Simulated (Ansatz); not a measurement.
One change: `C=C[NH][Zn][CH3]` becomes `C=CNCC`.

Ansatz, PBE0-D4/def2-TZVP geometries, multiplicity 1. Each molecule was computed in one conformer, which needn't be the lowest.

Scalar relativity is left out up to krypton.

```tsv
property	`C=C[NH][Zn][CH3]`
LUMO energy (B3LYP/def2-TZVPP) / eV	-0.45
LUMO energy (ωB97M-V/def2-TZVPP) / eV	1.09
LUMO energy (PBE0/def2-TZVPP) / eV	-0.15
LUMO energy (PBE/def2-TZVPP) / eV	-0.90
HOMO–LUMO gap (PBE0/def2-TZVPP) / eV	5.30
size of the dipole moment (ωB97M-V/def2-TZVPP) / D	2.02
```

Q: Give the same properties after the change, and the shifts. (An estimate is asked.)

A: Computed: 
| property | `C=CNCC` | shift |
| --- | --- | --- |
| LUMO energy (B3LYP/def2-TZVPP) / eV | 0.78 | 1.23 |
| LUMO energy (ωB97M-V/def2-TZVPP) / eV | 2.65 | 1.56 |
| LUMO energy (PBE0/def2-TZVPP) / eV | 1.04 | 1.19 |
| LUMO energy (PBE/def2-TZVPP) / eV | 0.05 | 0.95 |
| HOMO–LUMO gap (PBE0/def2-TZVPP) / eV | 6.75 | 1.45 |
| size of the dipole moment (ωB97M-V/def2-TZVPP) / D | 1.64 | -0.38 |

With PBE0 the HOMO falls by 0.26 eV and the LUMO rises by 1.19 eV, so the gap widens by about 1.45 eV. PBE moves the HOMO by -0.20 eV and ωB97M-V by -0.27 eV. Dipoles are sizes alone; their direction can turn.

B3LYP here is the variant with VWN-RPA as its local correlation; programs differ in this.
